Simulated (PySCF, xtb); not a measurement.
C6H6O, SMILES C#C[C@H]1OC=CC1. Other conformers were not sampled.

Harmonic wavenumbers (cm⁻¹) from GFN2-xTB (xtb 6.7.1) at its own minimum, in rising order: 71, 151, 222, 415, 447, 497, 635, 671, 720, 743, 799, 825, 859, 964, 999, 1036, 1067, 1086, 1121, 1125, 1210, 1260, 1273, 1288, 1472, 1684, 2285, 2883, 2950, 2975, 3139, 3179, 3393.

Problem. What does PySCF 2.14.0 with PBE-D3(BJ)/def2-SVP give at its own minimum? (The exact figures need the calculation; the answer reports its results.)

Solution. 44, 168, 226, 421, 472, 530, 637, 677, 679, 718, 800, 823, 875, 903, 950, 985, 1028, 1056, 1125, 1130, 1225, 1243, 1290, 1325, 1412, 1648, 2166, 2962, 2996, 3022, 3162, 3192, 3407. Paired by order, the mean absolute difference is 29 cm⁻¹ and the zero-point energies are 62.1 and 61.9 kcal/mol.
